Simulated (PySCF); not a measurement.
NMR data sheet: C7H9BO

```yaml
Formula: C7H9BO
SMILES: COC1=CC=CBC=C1
InChI: InChI=1S/C7H9BO/c1-9-7-3-2-5-8-6-4-7/h2-6,8H,1H3
Point_group_of_the_computed_structure: Cs
Carbon_signals: 7
Proton_signals: 7
```

Mapped SMILES: `[CH3:1][O:2][C:3]1=[CH:4][CH:5]=[CH:6][BH:7][CH:8]=[CH:9]1`; H(Xn) means a hydrogen on atom n.

[PySCF 2.14.0 with density-fitted response routines: σ from GIAO-PBE0/pcSseg-1; coordinates at the PBE0-D3(BJ)/def2-SVP level; no relativistic terms; one conformer; no solvent; one averaged value for each set of equivalent atoms]

δ = σ(ref) − σ, references computed at the same level: TMS for 1H (31.27 ppm) and 13C (184.41 ppm); BF3·OEt2 for 11B (100.73 ppm); 17O (334.56 ppm) against H2O.

```tsv
carbon	δC, type	δH (multiplicity)	HMBC from (2–3 bonds)	span of the C tensor (ppm)
C1	54.1, CH3	3.70 (s)	–	71
C3	171.3, C	–	H(C8), H(C5), H(C9), H(C4), H(C1)	185
C4	115.6, CH	6.39 (d)	H(C6), H(C5), H(C9)	188
C5	153.6, CH	7.96 (m)	H(C6), H(C4), H(B7)	256
C6	153.0, CH	8.03 (m)	H(C8), H(C5), H(C4), H(B7)	284
C8	160.7, CH	8.40 (m)	H(C6), H(C9), H(B7)	302
C9	151.3, CH	7.91 (d)	H(C8), H(C4), H(B7)	207
```

Other nuclei:
```json
{"atoms": "H(B7)", "nucleus": "1H", "environment": "hydrogen on a boron bonded to 2 C, in a 7-membered ring", "δ (ppm)": "6.27", "σ (ppm)": "24.99"}
{"atoms": "B7", "nucleus": "11B", "environment": "boron bonded to 2 C, H, in a 7-membered ring", "δ (ppm)": "44.2", "σ (ppm)": "56.5"}
{"atoms": "O2", "nucleus": "17O", "environment": "ether oxygen", "δ (ppm)": "131.2", "σ (ppm)": "203.4"}
```

- δC 171.3: alkene carbon bearing oxygen; an sp2 carbon further deshielded by the attached heteroatom.
- δC 160.7, 153.6, 153.0, 151.3: alkene CH; the olefinic region.
- δC 115.6: β carbon of an enol-ether or enamine type C=C.
- δC 54.1: methyl carbon bonded to O; the inductive effect lowers its shielding.
- δH 6.39: hydrogen on a β carbon of an enol-ether or enamine type C=C; olefinic region.

Hydrogens on boron are broadened and split by 11B (spin 3/2, 80 %) and 10B (spin 3). A carbon bonded to boron is broadened by the quadrupolar boron nucleus and is often missing from a measured spectrum. Shifts are as computed. Against solution values, carbons near 30 ppm lie about +2 ppm off and those near 130 ppm about +5 ppm. Of 1309 compounds with measured shifts, 239 miss one by over three times the rms of a fit or turn the order of signals round; such compounds aren't used in these exercises. Experimental scales use liquid or dissolved standards, which lie at an offset from isolated H2O (liquid H2O: subtract about 36 ppm). Multiplicities follow the n + 1 count of equivalent neighbours, as no J values were calculated; m marks all less simple cases, F and P coupling included.
